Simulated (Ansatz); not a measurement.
`CC[Te][SiH3]`, charge 0, multiplicity 1.

Problem. Give a relaxed structure at PBE0-D4/def2-TZVP (the Gaussian-basis code of Ansatz). (Estimate.)

Solution. Computed: 
Z-matrix (Å, degrees):
```
C
C 1 1.514
H 1 1.092 2 111.6
H 1 1.094 2 110.2 3 -119.6
H 1 1.092 2 111.6 3 120.8
Te 2 2.166 1 110.5 3 -60.4
H 2 1.089 1 111.7 3 -179.2
H 2 1.090 1 111.7 3 58.3
Si 6 2.482 2 94.4 1 179.4
H 9 1.485 6 106.8 2 -179.9
H 9 1.487 6 111.3 2 60.5
H 9 1.487 6 111.2 2 -60.3
```
Point group Cs.
This is one stationary point; other conformers may exist.
